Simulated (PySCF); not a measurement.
## Frontier levels across methods

CH₆AlClFN.
Geometry (PBE0-D3(BJ)/def2-SVP, Å), atoms numbered from 1 in this order:
```xyz
11
CH6AlClFN angstrom
C      1.6847    0.0514   -0.1116
Al    -0.1226    0.7504   -0.2894
N     -1.3771   -0.7551    0.2638
F     -0.7555    0.9857   -1.8321
Cl    -0.7910    2.1966    1.1380
H      1.8872   -0.3437    0.8981
H      1.9005   -0.7494   -0.8386
H      2.4241    0.8502   -0.2883
H     -2.3380   -0.4080    0.2310
H     -1.2038   -1.0736    1.2185
H     -1.3191   -1.5655   -0.3552
```

Basis pcSseg-2 throughout (PySCF), one geometry. Isolated species at its PBE0-D3(BJ)/def2-SVP geometry, gas phase.

Q: How do the orbital energies, the gap and the dipole change with the method?

A: 
```
   method                    kind  HOMO (eV)  LUMO (eV)  gap (eV)  μ (D)  SCF cycles
     BLYP                     GGA      -6.55      -1.50      5.05   5.94          15
    B97-D                     GGA      -6.65      -1.31      5.33   5.98          16
     OPBE                     GGA      -6.65      -1.30      5.35   5.97          15
      PBE                     GGA      -6.68      -1.45      5.23   5.95          14
     BP86                     GGA      -6.77      -1.30      5.47   5.97          14
      KT2                     GGA      -6.79      -1.48      5.32   5.88          16
      KT3                     GGA      -6.80      -1.67      5.13   5.89          16
      LDA                     LDA      -6.82      -1.53      5.29   6.00          14
    B97-2           global hybrid      -7.75      -0.66      7.09   6.05          14
    B3LYP           global hybrid      -7.78      -1.04      6.74   6.04          13
     PBE0           global hybrid      -8.02      -0.68      7.33   6.06          13
 mPW1PW91           global hybrid      -8.04      -0.69      7.35   6.07          13
BHandHLYP           global hybrid      -9.25      -0.17      9.08   6.13          12
CAM-B3LYP  range-separated hybrid      -9.40      -0.01      9.39   6.10          12
  wB97X-D  range-separated hybrid      -9.89       1.10     10.99   6.11          13
  LC-wPBE  range-separated hybrid     -10.79       1.24     12.02   6.16          13
       HF            Hartree–Fock     -11.20       1.59     12.79   6.25          10
```

The HOMO spans 4.65 eV, from BLYP down to HF, and the gap runs from 5.05 eV (BLYP) to 12.79 eV (HF). Over the methods BLYP (0 %), B97-D (0 %), OPBE (0 %), PBE (0 %), BP86 (0 %), KT2 (0 %), KT3 (0 %), LDA (0 %), B97-2 (21 %), B3LYP (20 %), PBE0 (25 %), mPW1PW91 (25 %), BHandHLYP (50 %), HF (100 %), a straight line through the gap against the share of exact exchange rises by 0.76 eV for each 10 % (correlation coefficient 0.998). The dipole ranges from 5.88 D (KT2) to 6.25 D (HF). This basis has no diffuse functions.
